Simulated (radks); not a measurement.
Task: Nd V, configuration [Xe] 4f2. All-electron calculation, Dirac Kohn-Sham, PBEsol, spin-unpolarised, spherical densities, point nucleus; open shells fill j = l - 1/2 first. Program: a radial shooting solver on a logarithmic mesh with Libxc functionals. Some entries of the table are withheld. Estimate them.

orbital,occ.,eigenvalue (hartree),<r> (bohr)
1s1/2,2,-1594.714,0.02363
2s1/2,2,-259.4284,0.1005
2p1/2,2,-245.5435,0.08424
2p3/2,4,-226.4479,0.09066
3s1/2,2,-57.83096,0.2661
3p1/2,2,-51.90303,0.2558
3p3/2,4,-48.09309,0.2682
3d3/2,4,-37.76353,(1)
3d5/2,6,-36.94025,(2)
4s1/2,2,-13.01351,0.6049
4p1/2,2,(3),0.6205
4p3/2,4,(4),0.6480
4d3/2,4,-6.23680,0.6924
4d5/2,6,-6.08642,0.7020
5s1/2,2,(5),1.398
5p1/2,2,-2.39573,1.531
5p3/2,4,-2.25645,1.599
4f5/2,2,(6),0.8972
4f7/2,0,(7),0.9042

Result: 
(1) 3d3/2 <r> (bohr): 0.2396
(2) 3d5/2 <r> (bohr): 0.2434
(3) 4p1/2 eigenvalue (hartree): -10.77078
(4) 4p3/2 eigenvalue (hartree): -9.93113
(5) 5s1/2 eigenvalue (hartree): -3.04951
(6) 4f5/2 eigenvalue (hartree): -1.83821
(7) 4f7/2 eigenvalue (hartree): -1.81926
